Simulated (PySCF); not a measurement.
C₃H₉NSi, SMILES N[SiH2]C1CC1.

Coordinates come from a B3LYP-D3(BJ)/def2-SVP optimisation. Other conformers were not sampled.

Two levels are set side by side: TDDFT-PBE/def2-SVPD (PySCF) and TDDFT-PBE0/def2-SVPD (PySCF). Vertical, same geometry. The lowest singlet is HOMO→LUMO 99 % with PBE and HOMO→LUMO 97 % with the other functional; states are paired by order. Differences are taken from unrounded values.

```
quantity                              TDDFT-PBE0
------------------------------------  ----------
lowest singlet excitation (eV)              6.21
lowest triplet excitation (TDA) (eV)        5.86
```

Question: What does TDDFT-PBE give, and how far is it from TDDFT-PBE0? (The exact figures need the calculation; the answer reports its results.)

Answer: 
```
quantity                              TDDFT-PBE  TDDFT-PBE minus TDDFT-PBE0
------------------------------------  ---------  --------------------------
lowest singlet excitation (eV)             5.56                       -0.65
lowest triplet excitation (TDA) (eV)       5.28                       -0.58
```

A lower first singlet is the usual sign of a functional without exact exchange. Differences between two approximate levels are no errors against the true value.

Rough cost on one machine, each run with all the roots and properties that it gave: TDDFT-PBE0 against TDDFT-PBE about 4 times.
